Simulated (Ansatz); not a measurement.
FH5InNSi (`N[SiH2][InH][F]`), relaxed with RKS PBE0-D4/def2-TZVP in Ansatz 0.2.0 from a GFN2-xTB geometry. The force threshold is 0.005 eV/Å; the program also tests the step.

Total charge 0; spin multiplicity 1. In takes the def2 core potential.

Start:

```xyz
9

N     0.574    0.789    1.136
Si    0.854   -0.651    0.257
In   -0.960   -0.256   -1.568
F    -2.240    0.840   -0.407
H    -0.374    1.145    1.124
H     1.025    0.996    2.013
H     2.225   -0.606   -0.267
H     0.586   -1.942    0.925
H    -1.690   -0.315   -3.214
```

```json
{"step": "1", "energy (eV)": "-17335.7409", "largest force (eV/Å)": "0.931", "largest move (Å)": "0.000"}
{"step": "2", "energy (eV)": "-17335.8007", "largest force (eV/Å)": "0.978", "largest move (Å)": "0.186"}
{"step": "3", "energy (eV)": "-17335.8485", "largest force (eV/Å)": "0.173", "largest move (Å)": "0.065"}
{"step": "4", "energy (eV)": "-17335.8487", "largest force (eV/Å)": "0.185", "largest move (Å)": "0.016"}
{"step": "5", "energy (eV)": "-17335.8518", "largest force (eV/Å)": "0.095", "largest move (Å)": "0.036"}
{"step": "6", "energy (eV)": "-17335.8533", "largest force (eV/Å)": "0.040", "largest move (Å)": "0.026"}
{"step": "7", "energy (eV)": "-17335.8551", "largest force (eV/Å)": "0.103", "largest move (Å)": "0.064"}
{"step": "8 (rejected)", "energy (eV)": "-17335.8551", "largest force (eV/Å)": "0.163", "largest move (Å)": "0.071"}
{"step": "9", "energy (eV)": "-17335.8563", "largest force (eV/Å)": "0.079", "largest move (Å)": "0.035"}
{"step": "10", "energy (eV)": "-17335.8576", "largest force (eV/Å)": "0.051", "largest move (Å)": "0.099"}
{"step": "11", "energy (eV)": "-17335.8579", "largest force (eV/Å)": "0.041", "largest move (Å)": "0.034"}
{"step": "12", "energy (eV)": "-17335.8581", "largest force (eV/Å)": "0.026", "largest move (Å)": "0.030"}
{"step": "13", "energy (eV)": "-17335.8582", "largest force (eV/Å)": "0.012", "largest move (Å)": "0.009"}
{"step": "14", "energy (eV)": "-17335.8582", "largest force (eV/Å)": "0.010", "largest move (Å)": "0.009"}
{"step": "15", "energy (eV)": "-17335.8582", "largest force (eV/Å)": "0.005", "largest move (Å)": "0.003"}
{"step": "16", "energy (eV)": "-17335.8583", "largest force (eV/Å)": "0.002", "largest move (Å)": "0.003"}
```

End:

```xyz
9

N     0.488    0.717    1.239
Si    0.832   -0.599    0.204
In   -0.992   -0.243   -1.547
F    -2.053    1.126   -0.566
H    -0.406    1.179    1.160
H     0.941    0.875    2.123
H     2.206   -0.531   -0.368
H     0.714   -1.959    0.812
H    -1.729   -0.566   -3.056
```

Run time 42 s (4 threads of an AMD EPYC 7B13 on a shared host); peak host memory 0.47 GiB.
